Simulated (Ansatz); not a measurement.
A run of Ansatz (development build ahead of 0.2.0) on triplet BeF2 at this shape:

```json
{"atom": "Be", "x (Å)": "0.0000", "y (Å)": "0.0000", "z (Å)": "0.0000"}
{"atom": "F", "x (Å)": "0.0000", "y (Å)": "1.7588", "z (Å)": "1.3496"}
{"atom": "F", "x (Å)": "0.0000", "y (Å)": "-1.7588", "z (Å)": "1.3496"}
```

Its results:

| Quantity | Value |
| --- | --- |
| Converged | yes |
| Total energy | -214.24335 hartree |
| Spin squared of the determinant | 2.008 |
| Stability test | minimum |

(1) Which input gives this output? Name the method, the orbitals and the basis set, and write the input.

Answers

(1) r²SCAN (unrestricted) in pcseg-2.

```yaml
crystal:
  periodic: [false, false, false]
  atoms:
    - { symbol: Be, position_ang: [0.0, 0.0, 0.0] }
    - { symbol: F, position_ang: [0.0, 1.7588, 1.3496] }
    - { symbol: F, position_ang: [0.0, -1.7588, 1.3496] }
basis:
  gaussian: { orbitals: pcseg-2 }
magnetization:
  spin_polarized: true
  initial_magnetization: 2
hamiltonian:
  xc: r2scan
```

Caution: other spin multiplicities may lie lower.
